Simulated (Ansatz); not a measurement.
Reaction (formal exchange of groups at the Si–O bond): `C[SiH2]O` + `[AlH2][SiH3]` → `C[SiH2][SiH2][AlH2]` + H₂O

Calculated with Ansatz (gas phase, PBE0-D4/def2-TZVP geometries, no zero-point term in ΔE). CCSD(T)/CBS is the MP2 limit (def2-TZVPP, def2-QZVPP) plus CCSD(T) − MP2 in def2-TZVPP, frozen cores. This one scheme is used for every species. DFT in def2-TZVPP. Each species was taken in one conformer, which may not be the lowest.

CCSD(T)/CBS gives +78.3 kJ/mol.

(1) Another level gave +112.2 kJ/mol. Which?
A. PBE/def2-TZVPP
B. B2PLYP/def2-TZVPP
C. CCSD/def2-TZVPP
D. HF/def2-TZVPP

Largest T1 diagnostic among the species: 0.012.

## Answers

(1) D. HF/def2-TZVPP 112.2, CCSD/def2-TZVPP 85.6, B2PLYP 90.5, PBE 65.0 kJ/mol.

The D4 term adds −9.4 kJ/mol with B3LYP and −5.6 kJ/mol with PBE0; it sums over pairs of atoms, weighted by their polarisabilities, and B3LYP, whose exchange is more repulsive, gets the larger term. From PBE to PBE0 (25 % exact exchange), in def2-TZVPP and without D4, ΔE moves by +5.1 kJ/mol. In def2-TZVPP, CCSD(T) changes the Hartree–Fock value by −31.3 kJ/mol (the triples alone add −4.7 kJ/mol) and MP2 by −27.2 kJ/mol.

B3LYP here is the variant with VWN-RPA as its local correlation; programs differ in this.
